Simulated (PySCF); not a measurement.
1,2-difluorocyclopenta-1,3-diene (C5H4F2), SMILES C1(C=CCC=1F)F. Atoms are numbered in the order given.

```xyz
11

F      1.4429    -1.4835     0.0000
C      0.6760    -0.3959     0.0000
C     -0.6729    -0.3461     0.0000
F     -1.5276    -1.3659     0.0000
C     -1.1190     1.0825     0.0000
C      0.1852     1.8416     0.0000
C      1.2144     0.9662     0.0000
H     -1.7367     1.3177     0.8862
H     -1.7367     1.3177    -0.8862
H      0.2519     2.9290     0.0000
H      2.2815     1.1906     0.0000
```

The structure is a stationary point at B3LYP-D3(BJ)/def2-SVP. Other conformers were not sampled.

Two levels are set side by side: PBE/pcSseg-1 (PySCF) and PBE0/pcSseg-1 (PySCF). GIAO shifts against CFCl3 (¹⁹F), TMS (¹H), TMS (¹³C) at the same level; non-relativistic, no solvent, atoms listed together averaged. Differences are taken from unrounded values.

| quantity | PBE0 | PBE | PBE minus PBE0 |
|---|---|---|---|
| δ(¹⁹F) of F1 (ppm) | -161.6 | -176.4 | -14.8 |
| δ(¹³C) of C2 (ppm) | 151.6 | 151.9 | 0.3 |
| δ(¹³C) of C3 (ppm) | 155.2 | 155.3 | 0.1 |
| δ(¹⁹F) of F4 (ppm) | -159.6 | -172.6 | -13.0 |
| δ(¹³C) of C5 (ppm) | 40.0 | 41.6 | 1.7 |
| δ(¹³C) of C6 (ppm) | 128.4 | 124.5 | -4.0 |
| δ(¹³C) of C7 (ppm) | 138.6 | 136.9 | -1.7 |
| δ(¹H) of H8, H9 (ppm) | 3.38 | 3.38 | 0.00 |
| δ(¹H) of H10 (ppm) | 6.26 | 6.08 | -0.18 |
| δ(¹H) of H11 (ppm) | 6.82 | 6.72 | -0.10 |

Rough cost on one machine, each run with all the roots and properties that it gave: PBE0 against PBE within a factor of 2.
